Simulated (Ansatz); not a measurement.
CH$_{8}$BNSi$_{2}$ at its PBE0-D4/def2-TZVP geometry, where that method's forces vanish. The species carries charge 0 and has multiplicity 1. The bonds changed during the relaxation, so this is another structure than the one it started from.

```tsv
atom	x (Å)	y (Å)	z (Å)
B1	0.0510	1.3762	-0.1373
C2	-0.0769	-0.0004	-0.8109
N3	-1.0467	-0.3724	-1.6206
Si4	0.9824	-1.1944	0.2247
Si5	-0.0272	0.3389	1.6502
H6	-0.6318	2.3110	-0.4643
H7	1.2280	1.5846	0.1260
H8	-1.1824	-1.3290	-1.9058
H9	-1.7168	0.3050	-1.9568
H10	2.4211	-1.0632	-0.1133
H11	0.5608	-2.6175	0.0706
H12	-1.3002	-0.2557	2.1538
H13	0.7388	0.9168	2.7838
```

Problem. For each bond, give half the difference of the two atoms' forces along it (eV/Å; positive pushes the atoms apart) under PBE-D4, r2SCAN-D4, B3LYP-D4, ωB97M-V in def2-TZVPP. (Best estimate.)

Solution. Computed: 
```
   bond  length (Å)  PBE-D4  r2SCAN-D4  B3LYP-D4  ωB97M-V
  B1–C2       1.538   -0.13      -0.06      0.03     0.12
 B1–Si5       2.068    0.00       0.07      0.20     0.06
  B1–H6       1.203    0.03      -0.05     -0.10    -0.10
  B1–H7       1.224    0.05      -0.03     -0.12    -0.11
  C2–N3       1.317    0.37       0.33      0.17     0.10
 C2–Si4       1.903   -0.11      -0.10      0.08     0.07
  N3–H8       1.007    0.11      -0.07     -0.05    -0.06
  N3–H9       1.010    0.14      -0.05     -0.05    -0.08
Si4–Si5       2.324    0.01       0.05      0.22     0.12
Si4–H10       1.484    0.09      -0.01     -0.11    -0.14
Si4–H11       1.492    0.06      -0.04     -0.12    -0.11
Si5–H12       1.493    0.10      -0.02     -0.12    -0.12
Si5–H13       1.485    0.08      -0.03     -0.15    -0.14
```

B3LYP here is the variant with VWN-RPA as its local correlation; programs differ in this.
